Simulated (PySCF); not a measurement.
## Spinor energies of I⁻ (iodine, charge -1)

Start: [Xe]. Calculated with PySCF 2.14 in x2c-TZVPPall-2c with one added diffuse shell each of s, p, d, f type (9s10p6d3f, 90 functions): generalised Hartree-Fock with the X2C-1e Hamiltonian and a Gaussian nucleus; spin-orbit coupling (SO) screened by Boettger's factors.

```json
{"spinor shell": "1s1/2", "electrons": "2", "ε, screened SO (eV)": "-33322.4", "weight of nominal j (screened SO)": "1.000", "rms radius, screened SO (bohr)": "0.0311"}
{"spinor shell": "2s1/2", "electrons": "2", "ε, screened SO (eV)": "-5240.9", "weight of nominal j (screened SO)": "1.000", "rms radius, screened SO (bohr)": "0.127"}
{"spinor shell": "2p1/2", "electrons": "2", "ε, screened SO (eV)": "-4904.8", "weight of nominal j (screened SO)": "1.000", "rms radius, screened SO (bohr)": "0.109"}
{"spinor shell": "2p3/2", "electrons": "4", "ε, screened SO (eV)": "-4603.4", "weight of nominal j (screened SO)": "1.000", "rms radius, screened SO (bohr)": "0.115"}
{"spinor shell": "3s1/2", "electrons": "2", "ε, screened SO (eV)": "-1094.0", "weight of nominal j (screened SO)": "1.000", "rms radius, screened SO (bohr)": "0.334"}
{"spinor shell": "3p1/2", "electrons": "2", "ε, screened SO (eV)": "-953.75", "weight of nominal j (screened SO)": "1.000", "rms radius, screened SO (bohr)": "0.327"}
{"spinor shell": "3p3/2", "electrons": "4", "ε, screened SO (eV)": "-895.26", "weight of nominal j (screened SO)": "1.000", "rms radius, screened SO (bohr)": "0.338"}
{"spinor shell": "3d3/2", "electrons": "4", "ε, screened SO (eV)": "-650.26", "weight of nominal j (screened SO)": "1.000", "rms radius, screened SO (bohr)": "0.311"}
{"spinor shell": "3d5/2", "electrons": "6", "ε, screened SO (eV)": "-638.20", "weight of nominal j (screened SO)": "1.000", "rms radius, screened SO (bohr)": "0.314"}
{"spinor shell": "4s1/2", "electrons": "2", "ε, screened SO (eV)": "-203.00", "weight of nominal j (screened SO)": "1.000", "rms radius, screened SO (bohr)": "0.788"}
{"spinor shell": "4p1/2", "electrons": "2", "ε, screened SO (eV)": "-151.77", "weight of nominal j (screened SO)": "1.000", "rms radius, screened SO (bohr)": "0.827"}
{"spinor shell": "4p3/2", "electrons": "4", "ε, screened SO (eV)": "-140.26", "weight of nominal j (screened SO)": "1.000", "rms radius, screened SO (bohr)": "0.855"}
{"spinor shell": "4d3/2", "electrons": "4", "ε, screened SO (eV)": "-55.773", "weight of nominal j (screened SO)": "1.000", "rms radius, screened SO (bohr)": "0.988"}
{"spinor shell": "4d5/2", "electrons": "6", "ε, screened SO (eV)": "-53.919", "weight of nominal j (screened SO)": "1.000", "rms radius, screened SO (bohr)": "1.000"}
{"spinor shell": "5s1/2", "electrons": "2", "ε, screened SO (eV)": "-16.558", "weight of nominal j (screened SO)": "1.000", "rms radius, screened SO (bohr)": "2.21"}
{"spinor shell": "5p1/2", "electrons": "2", "ε, screened SO (eV)": "-4.219", "weight of nominal j (screened SO)": "1.000", "rms radius, screened SO (bohr)": "2.78"}
{"spinor shell": "5p3/2", "electrons": "4", "ε, screened SO (eV)": "-3.091", "weight of nominal j (screened SO)": "1.000", "rms radius, screened SO (bohr)": "2.98"}
```

```json
{"quantity": "E (hartree)", "screened SO": "-7113.87849"}
{"quantity": "M_J", "screened SO": "0"}
{"quantity": "⟨J²⟩", "screened SO": "0.000"}
{"quantity": "⟨L²⟩", "screened SO": "0.038"}
{"quantity": "⟨S²⟩", "screened SO": "0.038"}
```

Breit and QED terms are absent; they matter most for the inner s and p1/2 levels.

Densities and radii are taken from the X2C orbitals without a picture-change correction, which distorts them close to the nucleus.
